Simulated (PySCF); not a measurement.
Coordinates in bohr (charge 2 multiplicity 1):
```
Mo    0.0000    0.0000   -0.4735
O     2.3448    0.0000    1.4500
O    -2.3448    0.0000    1.4500
```

These are results of PBE0/[Mo def2-TZVP with ECP28, O def2-TZVP], scalar-relativistic core potentials, density fitting, no spin–orbit coupling, PySCF, not measurements.

This geometry of MoO₂²⁺ is a stationary point at this level.

(1) What is the point group?

(2) Is it a minimum?

(3) Which band is strongest in the infrared?

(4) What are the dipole moment and the gap between the highest occupied and lowest empty levels?

Results:

(1) C2v.

(2) Yes: all harmonic wavenumbers are real.

(3) 1124 cm⁻¹ (b2), 55 km/mol.

(4) 3.96 D about the centre of mass and 5.45 eV.

Only a few start shapes were tried, so a lower isomer may exist.
